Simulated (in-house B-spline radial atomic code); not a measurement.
## Ionising Zn with different functionals

Computed with an all-electron radial atomic-structure program (B-spline basis): scalar-relativistic (spin-free X2C) Hamiltonian, Fermi nucleus of rms radius 3.9283 fm, spin-polarised at highest spin, spherical fractional occupations for the functionals, the average over the highest-spin determinants for Hartree-Fock. The ionisation energy is the difference of two self-consistent energies, [Ar] 3d10 4s2 → [Ar] 3d10 4s1, without Breit or QED terms; ε is the level of the shell that loses the electron (its least bound occupied spin orbital).

| method | rung | ΔSCF (eV) | -ε(4s) (eV) |
| --- | --- | --- | --- |
| Hartree-Fock | Hartree-Fock | 7.78 | 8.12 |
| HF fractional | Hartree-Fock | 7.78 | 8.12 |
| LDA VWN5 | LDA | 9.91 | 6.22 |
| LDA PW92 | LDA | ? | ? |
| LDA exchange-only | LDA | 8.66 | 5.19 |
| PBE | GGA | 9.59 | 5.98 |
| PBEsol | GGA | 9.56 | 6.00 |
| BLYP | GGA | 9.71 | 5.96 |
| RPBE | GGA | ? | ? |
| PW91 | GGA | 9.65 | 6.04 |
| BP86 | GGA | 9.76 | 6.16 |
| AM05 | GGA | 9.51 | 5.94 |
| OLYP | GGA | 9.22 | 5.64 |
| TPSS | meta-GGA | 9.37 | 5.94 |
| SCAN | meta-GGA | 9.48 | 6.28 |
| r2SCAN | meta-GGA | 9.41 | 6.22 |
| revTPSS | meta-GGA | 9.37 | 5.98 |
| PBE0 | global hybrid | 9.27 | 6.70 |
| B3LYP | global hybrid | 9.61 | 6.69 |
| TPSSh | global hybrid | 9.26 | 6.24 |
| BHandHLYP | global hybrid | 9.15 | 7.40 |
| r2SCAN0 | global hybrid | 9.19 | 6.90 |
| B97-1 | global hybrid | 9.50 | 6.51 |
| HSE06 | range-separated hybrid | 9.33 | 6.38 |
| wB97X | range-separated hybrid | 9.59 | 8.98 |
| CAM-B3LYP | range-separated hybrid | 9.53 | 8.02 |
| LC-wPBE | range-separated hybrid | 9.13 | 9.09 |

(1) What does RPBE give?

(2) What does LDA PW92 give?

(3) Among the functionals, which spreads more, the ΔSCF values or the orbital energies?

(4) How do they compare with the NIST value?

Answers

(1) ΔSCF 9.46 eV, and -ε(4s) = 5.88 eV.

(2) ΔSCF 9.91 eV, and -ε(4s) = 6.22 eV.

(3) The orbital energies: ΔSCF values span about 1.25 eV and the orbital energies 3.91 eV.

(4) NIST lists 9.394 eV (measured, ground level to ground level). Errors run from -1.62 to +0.52 eV; r2SCAN is closest (+0.01 eV), but part of that can be cancellation, since the calculations leave out Breit-QED terms. Hartree-Fock also lacks correlation.
